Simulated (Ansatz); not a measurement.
# Cost against result

Saddle point of Si$_{3}$N$_{2}$H$_{10}$OF, doublet (Si₃N₂H₈F ([F][Si]([NH][SiH3])[NH][SiH3]) + H₂O → Si₂NH₅OF ([OH][Si]([F])[NH][SiH3]) + SiNH₅ ([NH2][SiH3]) (still joined by a long Si–N bond); bonds formed: Si1–O8, N2–H7; bonds broken: H7–O8; bonds weakened to dative contacts: Si1–N2), PBE0-D4/def2-TZVP structure:

```
atom    x (Å)    y (Å)    z (Å)
 Si1   0.7933   0.3728   1.0497
  N2   0.7709  -1.0095  -0.2128
 Si3   0.4578  -0.6391  -1.9015
  N4  -0.5981   1.3250   0.5642
 Si5  -2.2634   0.8495   0.5883
  F6   0.2628  -0.4391   2.3373
  H7   1.9723  -1.0276   0.2465
  O8   2.5701  -0.4821   1.1650
  H9   0.2566  -1.8149   0.1348
 H10   1.3102   0.5241  -2.2454
 H11   0.8439  -1.8120  -2.7269
 H12  -0.9699  -0.3227  -2.1442
 H13  -0.4136   2.3141   0.4894
 H14  -2.9742   1.2008   1.8483
 H15  -2.3020  -0.6282   0.4279
 H16  -3.0046   1.4811  -0.5387
 H17   3.2877   0.1078   0.9182
```

Barriers are electronic and count from the start structure reached by relaxing down the imaginary mode. Spin–orbit coupling is left out.

Ansatz 0.2.0; basis: as named in each row; cores frozen in the correlated methods; orbitals are unrestricted. B3LYP uses VWN-RPA correlation. Extrapolation: Hartree–Fock as exp(−7.88 √X), correlation as X^−2.97.

Times are rough, for one single point on 4 threads of a shared host (AMD EPYC 7R13), with one NVIDIA H100 (or a share of it) where marked.

The estimate by CCSD(T) at an estimated basis limit (MP2 extrapolated from triple and quadruple zeta, plus CCSD(T) − MP2 in triple zeta) is 1.113 eV.

```csv
method,basis,time (s),barrier (eV),method less estimate
HF,STO-3G,under 1,1.043,-0.070
PBE-D4,STO-3G,1,-0.464,-1.577
SPW92,def2-SVP,2,0.263,-0.850
B3LYP-D4,6-31G,3,0.727,-0.386
PBE-D4,def2-SVP,3,0.605,-0.508
BLYP-D4,def2-TZVPP,5 (H100),1.012,-0.101
r2SCAN0-D4,def2-TZVPP,5 (H100),1.008,-0.106
PBE0-D4,def2-SVP,5,0.778,-0.335
B3LYP-D4,def2-TZVPP,5 (H100),1.108,-0.005
SPW92,def2-TZVPP,6 (H100),0.492,-0.621
PBE-D4,def2-TZVPP,6 (H100),0.815,-0.298
r2SCAN-D4,def2-TZVPP,6 (H100),0.901,-0.212
PBE0-D4,def2-TZVPP,6 (H100),0.962,-0.151
B2PLYP,def2-TZVPP,6 (H100),1.126,0.013
B97M-V,def2-TZVPP,7 (H100),1.077,-0.036
BHLYP-D4,def2-TZVPP,7 (H100),1.285,0.172
CAM-B3LYP-D4,def2-TZVPP,7 (H100),1.106,-0.007
PBE-QIDH,def2-TZVPP,7 (H100),1.046,-0.067
wB97M-V,def2-TZVPP,8 (H100),1.015,-0.098
wB97X-V,def2-TZVPP,8 (H100),1.053,-0.060
RPA on PBE,def2-TZVPP,8 (H100),1.074,-0.039
CCSD(T),def2-SVP,12 (H100),1.064,-0.049
wB97M-V,def2-SVP,15,0.817,-0.296
MP2,def2-QZVPP,15 (H100),1.060,-0.053
CCSD(T),def2-TZVPP,100 (H100),1.107,-0.006
```

All methods are single points on the PBE0-D4 structures; a negative value means that the method puts the saddle structure below the start.

The T1 diagnostic stays at or below 0.014. ⟨S²⟩ of the unrestricted Hartree–Fock references: 0.75 to 0.76 (a pure state has 0.75).

The step is the kind of ligand exchange by which a precursor binds to a hydroxyl group, or is hydrolysed, in atomic layer deposition of oxides. Here a small cluster stands in for the surface site.

Labels in which every atom is bracketed show which atoms are joined, not bond orders.
